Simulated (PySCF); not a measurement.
Compound: C₇H₁₅NSi.
SMILES with atom numbers: `[CH2:1]=[C:2]([CH3:3])[C@@H:4]1[CH2:5][CH2:6][N:7]([SiH3:8])[CH2:9]1`

Geometry (GFN2-xTB, Å), atoms numbered from 1 in this order:
```
atom  x, y, z in Å
C1    -2.8742   -0.3936    0.3413
C2    -1.9352    0.2386   -0.3440
C3    -2.2189    1.5287   -1.0571
C4    -0.5251   -0.2630   -0.4951
C5    -0.1530   -1.5262    0.2827
C6     1.3744   -1.4906    0.2825
N7     1.7318   -0.0866    0.1566
Si8    3.2732    0.5395    0.5522
C9     0.5348    0.7149    0.0315
H10   -3.8733    0.0020    0.4163
H11   -2.7004   -1.3250    0.8492
H12   -1.6482    2.3433   -0.6130
H13   -3.2756    1.7770   -1.0017
H14   -1.9306    1.4547   -2.1049
H15   -0.3296   -0.4346   -1.5610
H16   -0.5480   -2.4338   -0.1691
H17   -0.5217   -1.4470    1.3059
H18    1.7803   -2.0458   -0.5725
H19    1.7875   -1.9341    1.1929
H20    3.4870    0.7783    1.9926
H21    4.2402   -0.4578    0.0923
H22    3.3859    1.8110   -0.1624
H23    0.7194    1.5552   -0.6399
H24    0.2075    1.1147    1.0036
```

NICS = −σ at a ghost point: NICS(0) at the centroid of the ring atoms, NICS(1) 1 Å to either side along the normal of their mean plane, zz for the tensor component along that normal. Level: GIAO PBE0/pcSseg-1 (PySCF, non-relativistic, gas phase) on the GFN2-xTB geometry, one conformer.

Ring bond lengths (Å), with Mayer bond orders in brackets: C4–C5 1.529 (1.03), C5–C6 1.528 (1.05), C6–N7 1.454 (0.91), N7–C9 1.446 (0.92), C9–C4 1.535 (0.98).

**Question.** Give the NICS values of each ring in ppm.

**Answer.** 
```
          ring                                             type  NICS(0)  NICS(1), two faces  NICS(1)zz, two faces  rms pucker (Å)  centre to ring atoms, mean (Å)
C4–C5–C6–N7–C9  5-membered ring with N; formal bonds all single     -6.9         -3.3 / -3.5           -3.5 / -3.0            0.18                            1.25
```

**Question.** What do they say, and how far can they be read as aromaticity?

**Answer.** 
- C4–C5–C6–N7–C9: mean NICS(1)zz -3.2 ppm, shielded. C4, C5, C6, C9 have four or more neighbours, so the value isn't read as a sign of a π ring current.

**Question.** At the second NICS(1) probe listed for ring C4–C5–C6–N7–C9, 1 Å off the ring, how large is the induced field along the normal in 9.4 T applied along it?

**Answer.** NICSzz × B0 = -3.0 ppm × 9.4 T = -28 μT, against the applied field.

**Question.** List the ring angles and the Hirshfeld charges of the ring atoms.

**Answer.** 
- C4–C5–C6–N7–C9: C4 100.6° (-0.024 e), C5 102.9° (-0.070 e), C6 105.6° (-0.024 e), N7 109.8° (-0.182 e), C9 104.4° (-0.027 e); sum 523.3° against 540° for a flat convex ring.

**Question.** What are the shieldings of the ring atoms and their hydrogens in the same run (means over atoms taken as equivalent)?

**Answer.** 
```json
{"atoms": "C4", "environment": "allylic carbon", "σ isotropic (ppm)": "136.2"}
{"atoms": "C5", "environment": "ring CH2 carbon", "σ isotropic (ppm)": "152.8"}
{"atoms": "C6", "environment": "sp3 carbon bound to nitrogen", "σ isotropic (ppm)": "135.5"}
{"atoms": "N7", "environment": "silicon-bound nitrogen", "σ isotropic (ppm)": "247.0"}
{"atoms": "C9", "environment": "sp3 carbon bound to nitrogen", "σ isotropic (ppm)": "127.3"}
{"atoms": "H15", "environment": "methine hydrogen", "σ isotropic (ppm)": "29.14"}
{"atoms": "H16", "environment": "methylene hydrogen", "σ isotropic (ppm)": "29.82"}
{"atoms": "H17", "environment": "methylene hydrogen", "σ isotropic (ppm)": "29.82"}
{"atoms": "H18", "environment": "methylene hydrogen", "σ isotropic (ppm)": "28.28"}
{"atoms": "H19", "environment": "methylene hydrogen", "σ isotropic (ppm)": "28.56"}
{"atoms": "H23", "environment": "methylene hydrogen", "σ isotropic (ppm)": "28.28"}
{"atoms": "H24", "environment": "methylene hydrogen", "σ isotropic (ppm)": "29.11"}
```

Hardware: one thread of an Arm Neoverse V1, no GPU, shared host with 32 logical CPUs at a one-minute load of 28. Cost: 86 s wall, 1.1 GiB resident at most. This is the whole shielding run at PBE0/pcSseg-1, SCF included.
